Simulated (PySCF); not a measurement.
**Telling isomers of C6H18BN apart by NMR**

Computed data (PySCF 2.14): GIAO PBE0/pcSseg-1 shieldings, geometry from PBE0-D3(BJ)/def2-SVP. Relativity neglected, one computed conformer, no solvent model, rapidly exchanging positions averaged.

Chemical shifts δ = σref − σ; TMS for ¹H, ¹³C, all at this level. Where no couplings were computed, multiplicities follow the n + 1 count of equivalent neighbours, and m marks all less simple cases (inequivalent or close neighbours, rings, F or P nearby). Couplings to H on boron are left out. Carbons bonded to boron are broad in practice. Shifts are as computed. Against solution values, carbons near 30 ppm lie about +2 ppm off and those near 130 ppm about +5 ppm. Of 1313 compounds with measured shifts, 239 miss one by over three times the rms of a fit or turn the order of signals round; such compounds aren't used in these exercises.

(1) Tabulate the signals of `CC(C)[BH2-][N+](C)(C)C`, `C[B-](C)(C)[N+](C)(C)C` and their relative energies.

(2) What is the quickest way to tell CC(C)[BH2-][N+](C)(C)C from C[B-](C)(C)[N+](C)(C)C?

## Answers

(1) 
| SMILES | carbon types | δC | δH | E rel. (kcal/mol) |
| --- | --- | --- | --- | --- |
| CC(C)[BH2-][N+](C)(C)C | 1×CH 5×CH3 | 52.1, 27.1, 18.7 | 2.36 (s, 9H), 1.99 (br, 2H), 0.94 (d, 6H), 0.09 (m, 1H) | 14.0 |
| C[B-](C)(C)[N+](C)(C)C | 6×CH3 | 48.0, 7.6 | 2.21 (s, 9H), -0.26 (s, 9H) | 0.0 |

Energies are electronic energies at PBE0/pcSseg-1 on these geometries, without zero-point or thermal terms, each for the one conformer computed, which needn't be the lowest.

(2) Count the carbon signals: 3 against 2. The first has an sp3 CH bonded to B at 18.7 ppm, the second a methyl carbon bonded to B (CH3) at 7.6 ppm. Their most deshielded carbons lie at 52.1 and 48.0 ppm.
